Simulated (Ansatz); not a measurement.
Geometry optimisation, Ansatz, RKS PBE0-D4/def2-SVP.

Input file:

```yaml
crystal:
  periodic: [false, false, false]
  atoms:
    - { symbol: Ga, position_ang: [-0.059667, -0.244759, -0.001002] }
    - { symbol: O, position_ang: [-0.029468, -0.287775, 1.796937] }
    - { symbol: H, position_ang: [-0.895857, -0.401103, 2.199534] }
    - { symbol: H, position_ang: [1.361687, -0.232386, -0.630427] }
    - { symbol: H, position_ang: [-1.471806, -0.3227, -0.671069] }
    - { symbol: F, position_ang: [0.097444, 2.467823, 0.990937] }
    - { symbol: H, position_ang: [0.237269, 1.8939, 1.705391] }
basis:
  gaussian: { orbitals: def2-SVP }
hamiltonian:
  xc: pbe0
  dispersion: d4
relax:
  f_tol: 0.03
  max_steps: 50
```

Launched with:

```bash
$ ansatz run input.yaml --threads 1 --pin off --max-ram 2048MiB --backend cpu --events-out ev --progress --plain --runs-dir out
```

Where does it end, and by what steps?

It converged. After 17 steps the energy has fallen by 0.913 eV; H7 moved furthest, 0.96 Å. Parted: F6–H7 (0.93 → 1.92 Å). Joined: Ga1–F6 (2.89 → 1.81 Å), O2–H7 (2.20 → 0.98 Å).

| step | energy less start (eV) | largest force component (eV/Å) | accepted |
| --- | --- | --- | --- |
| 0 | 0.0000 | 0.423 | yes |
| 1 | -0.1593 | 0.693 | yes |
| 2 | -0.2559 | 1.593 | yes |
| 3 | -0.3479 | 0.814 | yes |
| 4 | -0.3863 | 0.531 | yes |
| 5 | -0.4256 | 0.424 | yes |
| 6 | -0.4742 | 0.855 | yes |
| 7 | -0.4615 | 2.903 | no |
| 8 | -0.6092 | 0.940 | yes |
| 9 | -0.7077 | 1.099 | yes |
| 10 | -0.8335 | 0.697 | yes |
| 11 | -0.8980 | 0.354 | yes |
| 12 | -0.9056 | 0.270 | yes |
| 13 | -0.8874 | 0.809 | no |
| 14 | -0.9069 | 0.115 | yes |
| 15 | -0.9128 | 0.087 | yes |
| 16 | -0.9130 | 0.036 | yes |
| 17 | -0.9132 | 0.007 | yes |

```xyz
7
Properties=species:S:1:pos:R:3
Ga 0.023 0.328 -0.160
O 0.000 0.043 1.958
H -0.854 -0.237 2.312
H 1.424 -0.180 -0.620
H -1.417 -0.143 -0.562
F 0.046 2.042 0.422
H 0.018 1.019 2.042
```

Whether the end is a true minimum wasn't checked by a vibrational analysis.

Time of the run: 95 s on 1 thread of Arm Neoverse N1, with other jobs on the host, peak memory 0.15 GiB.
